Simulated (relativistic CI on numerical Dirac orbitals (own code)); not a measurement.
**Ni⁴⁺ in a cubic cluster: 2p photoemission with charge transfer**

Computed with a charge-transfer multiplet model of a cubic metal-ligand cluster with up to 2 ligand holes, Slater and spin-orbit integrals from Dirac-Coulomb-Breit ions, Slater integrals scaled by 0.9. The ground state mixes d6 with configurations of k ligand holes L, whose averages lie at kΔ + k(k − 1)U_dd/2; a core hole lowers each added d electron by U_cd. 300 K, Lorentzian 0.6 eV and Gaussian 0.8 eV FWHM.

Atomic integrals in eV (Slater integrals scaled, ζ unscaled), ground: F2dd 12.773, F4dd 8.015, zeta_d 0.099; with the core hole: F2dd 14.229, F4dd 8.968, zeta_d 0.136, zeta_core 11.396, F2cd 8.696, G1cd 6.813, G3cd 3.880.

Cluster parameters (eV): Δ = 1.9, U_dd = 7.5, U_cd = 9.3, 10Dq(ligand) = 0.7, V(eg) = 1.2, V(t2g) = -0.51, final-state hopping factor = 0.9.

| Case | n_d | d6 | d7L | d8L2 | S |
| --- | --- | --- | --- | --- | --- |
| 10Dq = 0.25 eV | 6.15 | 0.85 | 0.15 | 0.00 | 2.00 |
| 10Dq = 0.55 eV | 6.15 | 0.86 | 0.14 | 0.00 | 2.00 |
| 10Dq = 0.85 eV | 6.14 | 0.86 | 0.13 | 0.00 | 2.00 |

Weights, n_d and S are thermal averages at 300 K. Binding energies count from the first peak over 30 % of the highest in each spectrum, which can be another peak from case to case. The parameters are a model scan and need not match a compound or its usual spin state. Peaks in eV (height, largest 100):
- 10Dq = 0.25 eV: 0.0 (40), 2.5 (41), 4.5 (44), 7.1 (100), 9.4 (86), 11.5 (40), 15.7 (24), 20.7 (30), 24.7 (24), 27.5 (48), 28.3 (52), 30.0 (31), 33.0 (10)
- 10Dq = 0.55 eV: 0.0 (37), 2.5 (40), 4.6 (44), 7.1 (100), 9.4 (81), 11.6 (38), 15.6 (22), 20.7 (28), 24.8 (24), 27.3 (47), 28.3 (50), 30.1 (28), 32.9 (9)
- 10Dq = 0.85 eV: 0.0 (34), 2.6 (39), 4.7 (44), 7.2 (100), 9.4 (76), 11.7 (37), 15.6 (22), 20.8 (27), 24.9 (24), 27.2 (47), 28.3 (49), 30.2 (24), 32.7 (9)

Curve for 10Dq = 0.25 eV (points under 2 left out, the grid thinned):

```csv
E (eV),Intensity
-2.4,2.1
-1.5,4.5
-0.7,18.8
0.2,37.2
1.0,22.5
1.9,34.5
2.7,39.9
3.6,36.1
4.4,43.1
5.3,35.6
6.1,46.0
7.0,98.0
7.8,74.1
8.7,60.9
9.5,85.8
10.4,42.7
11.2,39.0
12.1,33.2
12.9,17.2
13.8,14.1
14.6,18.8
15.5,23.1
16.4,17.6
17.2,11.0
18.1,8.5
18.9,13.5
19.8,24.9
20.6,29.6
21.5,21.3
22.3,13.1
23.2,11.8
24.0,19.2
24.9,23.2
25.7,20.9
26.6,35.3
27.4,47.9
28.3,52.1
29.1,32.0
30.0,31.4
30.8,17.4
31.7,8.5
32.5,8.7
33.4,8.7
34.2,3.8
35.1,2.2
```

For the case 10Dq = 0.25 eV, Δ = 1.9 eV is smaller than U_dd = 7.5 eV, the charge-transfer side of the Zaanen-Sawatzky-Allen scheme. With the core hole the average of the configuration with one ligand hole lies at Δ − U_cd = -7.4 eV before mixing: it lies below the unscreened one, so the lowest final states are mostly screened and the unscreened weight appears at higher binding energy as a satellite.
